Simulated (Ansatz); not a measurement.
Reaction (formal exchange of groups at a C–Ga bond): `C#[C][Ga]([CH3])[C]#C` + GeH₄ → `C#[C][GeH3]` + `C#[C][GaH][CH3]`

Isolated molecules relaxed with PBE0-D4/def2-TZVP in Ansatz; ΔE leaves out vibrations. CBS: MP2 limit from def2 TZ/QZ plus the TZ coupled-cluster correction, frozen cores. For Ga, Ge outer-core shells are correlated without core-valence functions, which leaves a few kJ/mol of doubt a bond. Scalar relativity is left out up to krypton.

```csv
species,CCSD(T)/CBS(def2) energy (Eh)
`C#[C][Ga]([CH3])[C]#C`,-2117.10676
GeH₄,-2078.49493
`C#[C][GeH3]`,-2154.54588
`C#[C][GaH][CH3]`,-2041.04465
```

Task: Work out ΔE.

Result: ΔE = (-2154.54588) + (-2041.04465) − (-2117.10676) − (-2078.49493) = 0.01116 Eh = +29.3 kJ/mol.

Largest T1 diagnostic among the species: 0.013.

Leaving LDA and LC-ωPBE aside and taking each functional with its dispersion term where it has one, the values, not all of them listed here, spread over 3.6 kJ/mol, from B97M-V to BHLYP-D4. At CCSD(T), def2-SVP lies +4.0 kJ/mol from the extrapolated value and def2-TZVPP +0.2 kJ/mol.
